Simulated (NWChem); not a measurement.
Program: NWChem. System: C₃H₈OSi, charge 0, spin multiplicity 1, at a geometry optimised with PBE0/def2-SVP. The structure started from a generated list of species. Level: RHF/def2-SVP.

Output (cleaned and shortened):

```
             Northwest Computational Chemistry Package (NWChem) 7.3.0
             --------------------------------------------------------

                                NWChem Input Module
                                -------------------

 Scaling coordinates for geometry "geometry" by  1.889725989
 (inverse scale =  0.529177249)

                             Geometry "geometry" -> ""
                             -------------------------

 Output coordinates in angstroms (scale by  1.889725989 to convert to a.u.)

  No.       Tag          Charge          X              Y              Z
 ---- ---------------- ---------- -------------- -------------- --------------
    1 C                    6.0000     2.86693600     0.62020400    -0.25854300
    2 C                    6.0000     1.82144500    -0.20446100    -0.18770400
    3 O                    8.0000     0.55189300     0.23072000    -0.04793000
    4 C                    6.0000    -0.45410500    -0.75579500     0.00674900
    5 Si                  14.0000    -2.13374000     0.10377500     0.21967700
    6 H                    1.0000     3.87100100     0.21131700    -0.37047600
    7 H                    1.0000     2.73611700     1.70307500    -0.20598500
    8 H                    1.0000     1.93859200    -1.29578600    -0.23937400
    9 H                    1.0000    -0.28713500    -1.45344400     0.85101400
   10 H                    1.0000    -0.46695300    -1.36780800    -0.91665000
   11 H                    1.0000    -2.40032100     1.00678700    -0.93772800
   12 H                    1.0000    -3.18861900    -0.95485600     0.27804300
   13 H                    1.0000    -2.15112900     0.89240900     1.48610200

 Effective nuclear repulsion energy (a.u.)     215.7402060137

            Nuclear Dipole moment (a.u.)
            ----------------------------
        X                 Y               Z
 ---------------- ---------------- ----------------
    -0.0000132281    -0.0000151178    -0.0000075589


 Summary of "ao basis" -> "" (spherical)
 ------------------------------------------------------------------------------
       Tag                 Description            Shells   Functions and Types
 ---------------- ------------------------------  ------  ---------------------
 *                          def2-svp                  on all atoms

 Summary of "ao basis" -> "ao basis" (spherical)
 ------------------------------------------------------------------------------
[...]
    36      0.169934   3 O  py               45     -0.160593   4 C  s

 Vector   24  Occ=2.000000D+00  E=-3.400022D-01
              MO Center=  2.1D+00,  2.4D-01, -2.0D-01, r^2= 2.1D+00
   Bfn.  Coefficient  Atom+Function         Bfn.  Coefficient  Atom+Function
  ----- ------------  ---------------      ----- ------------  ---------------
     6      0.390330   1 C  pz                9      0.324542   1 C  pz
    20      0.311280   2 C  pz               34     -0.300609   3 O  pz
    37     -0.285401   3 O  pz               23      0.230475   2 C  pz

 Vector   25  Occ=0.000000D+00  E= 1.565652D-01
              MO Center= -1.7D+00, -4.9D-01,  1.5D-01, r^2= 5.7D+00
   Bfn.  Coefficient  Atom+Function         Bfn.  Coefficient  Atom+Function
  ----- ------------  ---------------      ----- ------------  ---------------
    45      2.281548   4 C  s                67     -1.139520   5 Si px
    91     -0.835252   9 H  s                96     -0.835998  10 H  s
    68      0.705011   5 Si py               49     -0.373995   4 C  px
   101     -0.361438  11 H  s               111     -0.360830  13 H  s
    60     -0.305058   5 Si s                86     -0.243745   8 H  s

 Vector   26  Occ=0.000000D+00  E= 1.744312D-01
              MO Center=  1.7D+00, -1.2D-01, -1.7D-01, r^2= 4.5D+00
   Bfn.  Coefficient  Atom+Function         Bfn.  Coefficient  Atom+Function
  ----- ------------  ---------------      ----- ------------  ---------------
    23     -0.685947   2 C  pz                9      0.659650   1 C  pz
    91     -0.644786   9 H  s                96      0.635177  10 H  s
    51      0.455803   4 C  pz               20     -0.341914   2 C  pz
    69      0.312287   5 Si pz                6      0.290734   1 C  pz
   111     -0.253031  13 H  s               101      0.245073  11 H  s

 Vector   27  Occ=0.000000D+00  E= 1.877242D-01
              MO Center= -1.4D+00, -1.6D-02,  1.4D-01, r^2= 6.4D+00
   Bfn.  Coefficient  Atom+Function         Bfn.  Coefficient  Atom+Function
  ----- ------------  ---------------      ----- ------------  ---------------
    68      1.346364   5 Si py              106      1.217216  12 H  s
   101     -0.626672  11 H  s               111     -0.616588  13 H  s
    67      0.593253   5 Si px               86      0.592040   8 H  s
    31     -0.406265   3 O  s                76      0.358151   6 H  s
    17     -0.329073   2 C  s                22      0.312555   2 C  py

 center of mass
 --------------
 x =  -0.00010191 y =   0.02672219 z =   0.00106881

 moments of inertia (a.u.)
 ------------------
         114.785000965571         -69.921472587718         109.680951961677
         -69.921472587718        1172.154868532697           3.749384590083
         109.680951961677           3.749384590083        1232.532850913894

  Mulliken analysis of the total density
  --------------------------------------

    Atom       Charge   Shell Charges
 -----------   ------   -------------------------------------------------------
    1 C    6     6.16   1.99  0.85  0.27  2.01  1.01  0.03
    2 C    6     5.79   1.99  0.89  0.18  1.93  0.72  0.08
    3 O    8     8.52   1.99  1.05  0.74  2.87  1.84  0.02
    4 C    6     6.05   1.99  0.87  0.26  1.98  0.90  0.06
    5 Si  14    13.32   2.00  1.99  0.95  0.16  5.94  1.24  0.81  0.22
    6 H    1     0.94   0.75  0.17  0.03
    7 H    1     0.93   0.74  0.17  0.03
    8 H    1     0.96   0.76  0.18  0.02
    9 H    1     0.95   0.76  0.17  0.02
   10 H    1     0.95   0.76  0.17  0.02
   11 H    1     1.14   0.74  0.38  0.01
   12 H    1     1.15   0.74  0.39  0.01
   13 H    1     1.14   0.74  0.38  0.01

       Multipole analysis of the density wrt the origin
       ------------------------------------------------

     L   x y z        total         open         nuclear
     -   - - -        -----         ----         -------
     0   0 0 0     -0.000000      0.000000     48.000000

     1   1 0 0     -0.094755      0.000000     -0.000013
     1   0 1 0     -0.708003      0.000000     -0.000015
     1   0 0 1     -0.020332      0.000000     -0.000008

     2   2 0 0    -29.806335      0.000000    656.081334
     2   1 1 0     -0.737872      0.000000     39.789420
     2   1 0 1     -0.172648      0.000000    -62.142216
     2   0 2 0    -28.880612      0.000000     63.893719
     2   0 1 1      0.170291      0.000000     -1.846716
     2   0 0 2    -31.348955      0.000000     22.402437

 Task  times  cpu:        6.0s     wall:        6.0s

 Total times  cpu:        6.0s     wall:        6.0s
```

Write an NWChem input that would produce this output.

Several could match; the one computed here: 
```
start mol
memory heap 200 mb stack 800 mb global 1000 mb
geometry units angstroms nocenter noautoz noautosym
  C      2.866936     0.620204    -0.258543
  C      1.821445    -0.204461    -0.187704
  O      0.551893     0.230720    -0.047930
  C     -0.454105    -0.755795     0.006749
  Si    -2.133740     0.103775     0.219677
  H      3.871001     0.211317    -0.370476
  H      2.736117     1.703075    -0.205985
  H      1.938592    -1.295786    -0.239374
  H     -0.287135    -1.453444     0.851014
  H     -0.466953    -1.367808    -0.916650
  H     -2.400321     1.006787    -0.937728
  H     -3.188619    -0.954856     0.278043
  H     -2.151129     0.892409     1.486102
end
basis spherical
  * library def2-svp
end
scf
  rhf
  nopen 0
  maxiter 100
  thresh 1e-7
  semidirect memsize 60000000 filesize 0
end
task scf energy
```
